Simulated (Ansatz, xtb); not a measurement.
**Relative energy of two structures of Al2FHO2**

Structure a: `[OH][Al]([F])[O][Al]`, a singlet. Structure b: a singlet given by its coordinates. Both are isolated molecules in the gas phase, relaxed with B3LYP/6-31G*; the shapes shown needn't be the lowest conformers.

a (Å):

```csv
atom,x (Å),y (Å),z (Å)
Al,-0.6205,-0.3482,0.5931
Al,-0.0571,2.9308,-0.1482
F,-2.0895,-0.9494,1.0667
O,0.7029,-1.4137,0.4613
O,-0.4350,1.2986,0.2452
H,0.5792,-2.3496,0.6634
```

b (Å):

```tsv
atom	x (Å)	y (Å)	z (Å)
Al	-1.0066	0.5608	0.2751
Al	1.0924	0.5760	1.4408
F	-2.4425	0.5505	-0.5223
O	-0.4081	1.4740	1.6348
O	0.4740	-0.3374	0.0701
H	2.4615	0.5861	2.2010
```

Close contacts (Å): Al1–Al2 2.40, Al1–F3 1.64, Al1–O4 1.74, Al1–O5 1.74, Al2–O4 1.76, Al2–O5 1.76, Al2–H6 1.57.

**Question.** Which of the two would you expect CCSD(T)/def2-SVP + ΔMP2/def2-TZVPP electronic energies to favour?

**Answer.** Not settled: CCSD(T)/def2-SVP + ΔMP2/def2-TZVPP gives E(b) − E(a) = −1.07 kcal/mol, but this leans on the basis-set step: CCSD(T) alone gives +2.14 kcal/mol.

The same difference at several levels:

```csv
level,geometry,E(b) − E(a) (kcal/mol),departure from the last row (kcal/mol),"job, with rough time for the two"
GFN2-xTB,GFN2-xTB,−6.63,−5.55,"optimisation, 0.23 s"
HF/STO-3G,GFN2-xTB,−37.04,−35.97,"single point, 0.28 s"
r2SCAN-D4/def2-SVP,GFN2-xTB,−5.86,−4.79,"single point, 2.5 s"
B3LYP/6-31G*,B3LYP/6-31G*,−3.35,−2.27,"optimisation, 24 s"
HF/def2-SVP,B3LYP/6-31G*,+7.60,+8.67,part of the CCSD(T) run
MP2/def2-SVP,B3LYP/6-31G*,−2.37,−1.30,part of the CCSD(T) run
CCSD(T)/def2-SVP,B3LYP/6-31G*,+2.14,+3.21,single point
CCSD(T)/def2-SVP + ΔMP2/def2-TZVPP,B3LYP/6-31G*,−1.07,,"single point, 12 s"
```

HF/def2-SVP, CCSD(T)/def2-SVP put the two in the other order. The largest departure from CCSD(T)/def2-SVP + ΔMP2/def2-TZVPP is that of HF/STO-3G, 35.97 kcal/mol. The last row adds to CCSD(T) the change of the MP2 difference between the two basis sets, here −3.21 kcal/mol, a large step that makes the value less sure.

With harmonic frequencies from B3LYP/6-31G* (ideal gas, rigid rotor, one conformer each, 298.15 K, 1 atm): on the last row, ΔE + ΔZPE = −2.37 kcal/mol. A mode under 50 cm⁻¹ makes harmonic enthalpies and free energies unreliable, so none is given.

The correlated steps freeze 13 core orbitals. Codes used: Ansatz 0.2.0, xtb 6.7.1; the last row on 1 thread of Intel(R) Xeon(R) 6975P-C (Granite Rapids) on a shared host.
